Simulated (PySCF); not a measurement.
Some computed properties have been withheld. Give your best values.

Species: C5H6O3Si.
SMILES: `C#C[Si@@H](O)O/C=C\C=O`

Conformer (atom-mapped SMILES and torsion angles): `[CH:1]#[C:2][Si@@H:3]([OH:4])[O:5]/[CH:6]=[CH:7]\[CH:8]=[O:9]`: C2–Si3–O5–C6 -105°, Si3–O5–C6–C7 176°, C6–C7–C8–O9 179°, H–O4–Si3–C2 -58°.

```json
{"property": "point group of the GFN2-xTB geometry", "level": "GFN2-xTB", "value": "?"}
{"property": "rotational constants A, B, C of the GFN2-xTB geometry", "level": "GFN2-xTB", "value": "?"}
{"property": "dipole moment", "level": "wB97X-D/def2-SVPD", "value": "?"}
{"property": "HOMO energy", "level": "wB97X-D/def2-SVPD", "value": "-9.01 eV"}
{"property": "LUMO energy", "level": "wB97X-D/def2-SVPD", "value": "0.35 eV"}
{"property": "lowest singlet excitation", "level": "TDDFT wB97X-D/def2-SVPD", "value": "3.81 eV (325 nm, f = 0.000)"}
{"property": "strongest line among the 8 lowest singlet transitions", "level": "TDDFT wB97X-D/def2-SVPD", "value": "?"}
{"property": "lowest triplet excitation (Tamm–Dancoff)", "level": "TDA wB97X-D/def2-SVPD", "value": "3.32 eV"}
{"property": "static isotropic polarisability", "level": "wB97X-D/def2-SVPD", "value": "94.9 au"}
{"property": "electronic spatial extent ⟨r²⟩ about the centre of nuclear charge", "level": "wB97X-D/def2-SVPD", "value": "?"}
```

The electronic properties come from PySCF, for the isolated species, density fitting.

(1) Give the strongest line among the 8 lowest singlet transitions.

(2) Give the dipole moment.

(3) The rotational constants A, B, C of the GFN2-xTB geometry?

(4) The point group of the GFN2-xTB geometry?

(5) What is the electronic spatial extent ⟨r²⟩ about the centre of nuclear charge?

## Answers

(1) S2 at 5.65 eV (220 nm, f = 0.510).

(2) 6.85 D.

(3) 2.546, 0.643, 0.550 GHz.

(4) C1.

(5) 1943 bohr².

The principal polarisabilities are 72.0, 89.5 and 123.1 au; their mean is the isotropic value. No computed singlet falls in the visible range (750 to 380 nm, 1.65 to 3.26 eV); S1 lies 0.55 eV above its blue end. The 8 singlets span 3.81 to 7.26 eV, and their oscillator strengths add up to 0.53. The vertical singlet–triplet gap S1 − T1 is 0.49 eV (TDDFT singlet less Tamm–Dancoff triplet; S1: HOMO→LUMO, weight 0.91; T1: HOMO→LUMO, weight 0.89). The polarisability is 14.06 Å³ as a volume (1 au = 0.148185 Å³), or 1.28 au for each of the 74 electrons. A dipole of 6.85 D is allowed in C1, and pure rotational transitions are dipole-allowed.

For the TDDFT job (wB97X-D/def2-SVPD), hardware: Arm Neoverse N1, one thread, no GPU (shared host). Cost: 1.7 min.

One conformer stands for the species.
